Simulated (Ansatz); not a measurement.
Reaction (SMILES): COB(O)O [methoxyboronic acid] + H+ → C[OH+]B(O)O
Geometries: B3LYP-D3(BJ)/def2-TZVP minima from Ansatz (a program for electronic structure), one conformer each, not searched for the lowest.

Wanted: proton affinity (electronic energy difference), positive where the reaction releases energy, in kcal/mol. Correlated levels leave the core frozen unless marked. Spin-orbit coupling is left out. No relativistic terms. CBS(X,Y): correlation extrapolated as X^-3; Hartree-Fock from the larger set.

```tsv
level	program	proton affinity (kcal/mol)
HF/STO-3G	Ansatz	255.3
HF/6-31G*	Ansatz	196.9
HF/cc-pVDZ	Ansatz	200.0
SVWN5/def2-TZVPD	Ansatz	186.9
PBE0-D4/def2-TZVP	Ansatz + dftd4	194.3
PBE0/def2-TZVP	Ansatz	194.4
PBE0/def2-QZVPP	Ansatz	194.9
```

Estimate the value at CCSD(T)/CBS(cc-pVTZ,cc-pVQZ) as computed with Ansatz.

193.9 kcal/mol, so PBE0/def2-QZVPP differs from it by 1.0 kcal/mol.
